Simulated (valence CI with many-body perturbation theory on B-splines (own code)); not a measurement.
# E1 line list for Sb XXXVI

Method: configuration interaction combined with many-body perturbation theory (CI+MBPT): six valence electrons over a frozen Dirac-Fock core [Ne], radial functions for each j: 9 s, 9 p, 8 d, 6 f, 3 g, 1 h, with the one-electron correlation potential Σ1 (screened to all orders), the two-electron term Σ2, the three-electron term Σ3, Breit, model QED; selected single and double excitations, second order for the rest, scaled by the run's own slope (own B-spline code, finite nucleus).

No measured spectrum was set against this ion. As an estimate, large intervals hold to a few tenths of a per cent, small ones and those within an open d or f shell to about a per cent. Among the levels kept, up to 1500 cm⁻¹ of a level comes from second order outside the variational space, and about a tenth of that is noise between levels of different J, which matters for small intervals.

Lines 1 to 50 of 85 in falling wavelength, among levels below 2028100 cm⁻¹, chosen from the strongest by gf and those to the six lowest levels. Wavelengths and rates use the calculated energies. Electric multipoles are in the length gauge, E1 and E2 with the static RPA response of the core. Weak lines are less certain than strong ones. Lines between different terms over intervals too small for the method are left out, as are lines whose strength nearly cancels. The highest levels of a list are the least certain.

Levels are named by their leading jj configuration (3d3/2^4 stands for four electrons in 3d with j = 3/2), which in mixed levels can hold well under half, so a name can repeat and another be missing. Letters in brackets count levels of one name in rising energy.

| λ vac (Å) | Upper | Lower | A (s⁻¹) | log gf | Branch % |
| --- | --- | --- | --- | --- | --- |
| 639.8 | (3s^2 3p1/2^2 3p3/2 3d3/2) J=1 | (3s^2 3p3/2^4) J=0 | 2.65e+05 | -4.31 | 0.0 |
| 267.5 | (3s 3p1/2^2 3p3/2^3) J=1 | (3s^2 3p3/2^4) J=0 | 2.31e+07 | -3.13 | 0.0 |
| 212.5 | (3s^2 3p1/2^2 3p3/2 3d5/2) J=1 | (3s^2 3p3/2^4) J=0 | 2.22e+07 | -3.35 | 0.0 |
| 174.8 | (3s^2 3p1/2 3p3/2^2 3d3/2) J=1 [a] | (3s^2 3p3/2^4) J=0 | 1.03e+08 | -2.85 | 0.5 |
| 156.7 | (3s^2 3p1/2^2 3p3/2 3d3/2) J=2 | (3s^2 3p1/2 3p3/2^3) J=2 | 2.33e+08 | -2.37 | 34.2 |
| 152.1 | (3s^2 3p1/2^2 3p3/2 3d3/2) J=1 | (3s^2 3p1/2 3p3/2^3) J=2 | 6.19e+08 | -2.19 | 76.7 |
| 147.6 | (3s^2 3p1/2^2 3p3/2 3d3/2) J=3 | (3s^2 3p1/2 3p3/2^3) J=2 | 6.92e+06 | -3.80 | 2.7 |
| 144.8 | (3s^2 3p1/2^2 3p3/2 3d3/2) J=2 | (3s^2 3p1/2 3p3/2^3) J=1 | 2.16e+08 | -2.47 | 31.7 |
| 143.8 | (3s^2 3p1/2 3p3/2^2 3d5/2) J=1 | (3s^2 3p3/2^4) J=0 | 6.07e+08 | -2.25 | 8.4 |
| 142.0 | (3s^2 3p1/2^2 3p3/2 3d5/2) J=2 [a] | (3s^2 3p1/2 3p3/2^3) J=2 | 1.07e+09 | -1.79 | 16.8 |
| 140.9 | (3s^2 3p1/2^2 3p3/2 3d3/2) J=1 | (3s^2 3p1/2 3p3/2^3) J=1 | 1.23e+08 | -2.96 | 15.3 |
| 136.9 | (3s^2 3p1/2^2 3p3/2 3d3/2) J=0 | (3s^2 3p1/2 3p3/2^3) J=1 | 7.45e+07 | -3.68 | 100.0 |
| 132.2 | (3s^2 3p1/2^2 3p3/2 3d5/2) J=2 [a] | (3s^2 3p1/2 3p3/2^3) J=1 | 1.72e+09 | -1.65 | 27.0 |
| 123.1 | (3s^2 3p1/2 3p3/2^2 3d3/2) J=1 [b] | (3s^2 3p3/2^4) J=0 | 7.06e+08 | -2.32 | 0.2 |
| 114.3 | (3s^2 3p1/2^2 3p3/2 3d5/2) J=2 [b] | (3s^2 3p1/2 3p3/2^3) J=2 | 2.43e+09 | -1.62 | 2.9 |
| 114.3 | (3s 3p1/2^2 3p3/2^3) J=1 | (3s^2 3p1/2 3p3/2^3) J=2 | 4.94e+09 | -1.54 | 6.4 |
| 112.9 | (3s^2 3p1/2 3p3/2^2 3d3/2) J=1 [c] | (3s^2 3p3/2^4) J=0 | 2.99e+08 | -2.77 | 0.1 |
| 112.4 | (3s^2 3p1/2^2 3p3/2 3d5/2) J=3 | (3s^2 3p1/2 3p3/2^3) J=2 | 1.01e+07 | -3.87 | 0.0 |
| 107.9 | (3s^2 3p1/2^2 3p3/2 3d5/2) J=2 [b] | (3s^2 3p1/2 3p3/2^3) J=1 | 3.47e+09 | -1.52 | 4.1 |
| 107.8 | (3s 3p1/2^2 3p3/2^3) J=1 | (3s^2 3p1/2 3p3/2^3) J=1 | 2.23e+09 | -1.93 | 2.9 |
| 105.9 | (3s^2 3p1/2 3p3/2^2 3d3/2) J=1 [d] | (3s^2 3p3/2^4) J=0 | 3.06e+08 | -2.81 | 0.1 |
| 102.9 | (3s^2 3p1/2^2 3p3/2 3d5/2) J=1 | (3s^2 3p1/2 3p3/2^3) J=2 | 2.65e+09 | -1.90 | 3.3 |
| 97.64 | (3s^2 3p1/2^2 3p3/2 3d5/2) J=1 | (3s^2 3p1/2 3p3/2^3) J=1 | 1.69e+09 | -2.14 | 2.1 |
| 93.55 | (3s^2 3p1/2 3p3/2^2 3d3/2) J=2 [a] | (3s^2 3p1/2 3p3/2^3) J=2 | 1.32e+08 | -3.06 | 3.1 |
| 93.18 | (3s^2 3p1/2 3p3/2^2 3d3/2) J=1 [a] | (3s^2 3p1/2 3p3/2^3) J=2 | 4.58e+08 | -2.75 | 2.1 |
| 92.76 | (3s^2 3p1/2^2 3p3/2 3d3/2) J=1 | (3s^2 3p1/2^2 3p3/2^2) J=0 | 2.87e+07 | -3.96 | 3.6 |
| 90.65 | (3s^2 3p1/2 3p3/2^2 3d3/2) J=3 [a] | (3s^2 3p1/2 3p3/2^3) J=2 | 1.27e+07 | -3.96 | 0.3 |
| 89.52 | (3s^2 3p1/2 3p3/2^2 3d3/2) J=0 | (3s^2 3p1/2 3p3/2^3) J=1 | 3.36e+06 | -5.39 | 70.9 |
| 89.17 | (3s^2 3p1/2 3p3/2^2 3d3/2) J=2 [a] | (3s^2 3p1/2 3p3/2^3) J=1 | 4.71e+07 | -3.55 | 1.1 |
| 88.84 | (3s^2 3p1/2 3p3/2^2 3d3/2) J=1 [a] | (3s^2 3p1/2 3p3/2^3) J=1 | 2.75e+07 | -4.01 | 0.1 |
| 86.75 | (3s^2 3p1/2^2 3p3/2 3d3/2) J=2 | (3s^2 3p1/2^2 3p3/2^2) J=2 | 2.33e+08 | -2.88 | 34.1 |
| 85.34 | (3s^2 3p1/2^2 3p3/2 3d3/2) J=1 | (3s^2 3p1/2^2 3p3/2^2) J=2 | 3.57e+07 | -3.93 | 4.4 |
| 85.32 | (3s^2 3p1/2 3p3/2^2 3d5/2) J=3 [a] | (3s^2 3p1/2 3p3/2^3) J=2 | 1.34e+08 | -2.99 | 2.6 |
| 83.89 | (3s^2 3p1/2^2 3p3/2 3d3/2) J=3 | (3s^2 3p1/2^2 3p3/2^2) J=2 | 2.51e+08 | -2.73 | 97.3 |
| 83.57 | (3s^2 3p1/2 3p3/2^2 3d5/2) J=1 | (3s^2 3p1/2 3p3/2^3) J=2 | 4.34e+09 | -1.87 | 59.9 |
| 82.47 | (3s^2 3p1/2 3p3/2^2 3d3/2) J=2 [b] | (3s^2 3p1/2 3p3/2^3) J=2 | 6.10e+03 | -7.51 | 0.0 |
| 82.07 | (3s^2 3p1/2^2 3p3/2 3d5/2) J=2 [a] | (3s^2 3p1/2^2 3p3/2^2) J=2 | 3.58e+09 | -1.74 | 56.2 |
| 81.81 | (3s^2 3p1/2 3p3/2^2 3d5/2) J=0 [a] | (3s^2 3p1/2 3p3/2^3) J=1 | 1.07e+10 | -1.97 | 100.0 |
| 80.06 | (3s^2 3p1/2 3p3/2^2 3d5/2) J=1 | (3s^2 3p1/2 3p3/2^3) J=1 | 9.15e+06 | -4.58 | 0.1 |
| 79.05 | (3s^2 3p1/2 3p3/2^2 3d3/2) J=2 [b] | (3s^2 3p1/2 3p3/2^3) J=1 | 8.72e+08 | -2.39 | 2.3 |
| 77.18 | (3s 3p1/2^2 3p3/2^3) J=1 | (3s^2 3p1/2^2 3p3/2^2) J=0 | 1.25e+08 | -3.48 | 0.2 |
| 76.16 | (3s^2 3p1/2 3p3/2^2 3d3/2) J=1 [b] | (3s^2 3p1/2 3p3/2^3) J=2 | 3.09e+09 | -2.09 | 0.7 |
| 76.08 | (3s^2 3p1/2 3p3/2^2 3d3/2) J=3 [b] | (3s^2 3p1/2 3p3/2^3) J=2 | 3.07e+09 | -1.73 | 0.6 |
| 75.88 | (3s^2 3p1/2 3p3/2^2 3d3/2) J=2 [c] | (3s^2 3p1/2 3p3/2^3) J=2 | 1.60e+09 | -2.16 | 0.3 |
| 74.08 | (3s^2 3p1/2 3p3/2^2 3d5/2) J=2 [a] | (3s^2 3p1/2 3p3/2^3) J=2 | 7.25e+08 | -2.53 | 7.0 |
| 73.23 | (3s^2 3p1/2 3p3/2^2 3d3/2) J=1 [b] | (3s^2 3p1/2 3p3/2^3) J=1 | 1.28e+10 | -1.51 | 3.0 |
| 72.97 | (3s^2 3p1/2 3p3/2^2 3d3/2) J=2 [c] | (3s^2 3p1/2 3p3/2^3) J=1 | 1.56e+10 | -1.21 | 3.0 |
| 72.14 | (3s^2 3p1/2 3p3/2^2 3d5/2) J=3 [b] | (3s^2 3p1/2 3p3/2^3) J=2 | 2.73e+09 | -1.83 | 93.4 |
| 72.11 | (3s^2 3p1/2 3p3/2^2 3d3/2) J=1 [c] | (3s^2 3p1/2 3p3/2^3) J=2 | 2.29e+09 | -2.27 | 0.4 |
| 71.99 | (3s^2 3p1/2^2 3p3/2 3d5/2) J=2 [b] | (3s^2 3p1/2^2 3p3/2^2) J=2 | 7.93e+10 | -0.51 | 93.1 |

How does gf follow from A for the line at 72.14 Å?

gf = 1.4992 × (2J+1)_upper × A / σ², with σ = 1386108 cm⁻¹ and 2J+1 = 7: gf = 0.0149.
